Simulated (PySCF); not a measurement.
Delta-SCF ions had no search for a lower state. Excitations are Tamm–Dancoff values on a coarser integration grid. The basis has no diffuse functions, so Rydberg states are missing or too high.

Cartesian coordinates (Å):
```xyz
19

B      3.4712     0.6712    -0.6401
C      2.0494     0.1475    -0.3827
C      1.8014    -1.2168    -0.0063
N      0.6203    -1.7338     0.2287
C     -0.4723    -0.9250     0.1108
C     -1.7590    -1.4696     0.3618
C     -2.8853    -0.6803     0.2518
C     -2.7820     0.6872    -0.1131
C     -1.5475     1.2457    -0.3632
C     -0.3674     0.4584    -0.2583
C      0.9291     0.9677    -0.5011
H      4.4232    -0.0625    -0.5305
H      3.6409     1.8245    -0.9546
H      2.6606    -1.8921     0.0965
H     -1.8152    -2.5230     0.6408
H     -3.8712    -1.1091     0.4471
H     -3.6867     1.2939    -0.1943
H     -1.4559     2.2979    -0.6450
H      1.0463     2.0182    -0.7846
```
Charge 0, spin multiplicity 1.

### Question
What brightest of the four lowest singlets (TDA), HOMO, HOMO–LUMO gap, vertical electron affinity (Delta-SCF), T1 excitation (TDA), total energy, S1 oscillator strength and LUMO does M06-2X/def2-TZVP // B3LYP-D3(BJ)/def2-SVP (PySCF) give?

### Answer

The brightest of the four lowest singlets (TDA) is 4.70 eV. The HOMO is -8.07 eV. The HOMO–LUMO gap is 6.36 eV. The vertical electron affinity (Delta-SCF) comes out as 0.95 eV and the T1 excitation (TDA) is 3.22 eV. The total energy is -427.3341 Ha, the S1 oscillator strength comes out as 0.001 and the LUMO is -1.71 eV.
